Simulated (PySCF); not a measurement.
## Shapes and spin states of CoN(OH)

Level of theory: PySCF, PBE0, basis Co def2-TZVP, N def2-TZVP, O def2-TZVP, H def2-TZVP (no relativity, density fitting).

Relaxations began from a few typed shapes and spin states; open shells are unrestricted. The search is not exhaustive: other isomers or separated fragments can lie lower, and high-lying points may rest on an excited occupation.

```
                                spin  group                                    bonds                        angles  imaginary modes (cm⁻¹)  ΔE (kJ/mol)  ΔE with ZPE (kJ/mol)
broken-symmetry Ms = 1/2 (⟨S²⟩ 2.31)     Cs  Co–N 1.782 Å, Co–O 1.731 Å, O–H 0.954 Å  Co–O–H 140.5°, N–Co–O 169.3°                    none          0.0                   0.0
broken-symmetry Ms = 1/2 (⟨S²⟩ 2.31)     Cs  Co–N 1.782 Å, Co–O 1.731 Å, O–H 0.954 Å  Co–O–H 141.0°, N–Co–O 170.1°                    none          0.3                   0.3
                 quartet (⟨S²⟩ 3.96)     C1  Co–N 1.583 Å, Co–O 1.764 Å, O–H 0.959 Å  Co–O–H 119.6°, N–Co–O 134.9°                    none         28.4                  31.0
                 quartet (⟨S²⟩ 4.33)     Cs  Co–N 1.690 Å, Co–O 1.776 Å, O–H 0.958 Å  Co–O–H 126.1°, N–Co–O 174.6°                     44i         33.3                     –
                              sextet     C1  Co–N 1.876 Å, Co–O 1.779 Å, O–H 0.958 Å  Co–O–H 123.7°, N–Co–O 158.1°                    none         45.9                  46.9
                              sextet     Cs  Co–N 1.890 Å, Co–O 1.778 Å, O–H 0.957 Å  Co–O–H 127.1°, N–Co–O 168.6°                    201i         48.2                     –
```

The lowest minimum found is the broken-symmetry Ms = 1/2 (⟨S²⟩ 2.31) Cs: Co–N 1.782 Å, Co–O 1.731 Å, O–H 0.954 Å; Co–O–H 140.5°, N–Co–O 169.3°.

For the lowest minimum: the determinant is spin-contaminated (⟨S²⟩ = 2.31, pure value 0.75). The spin densities have lower symmetry than the nuclear frame. Other spin states or occupations of the open shell can lie lower.
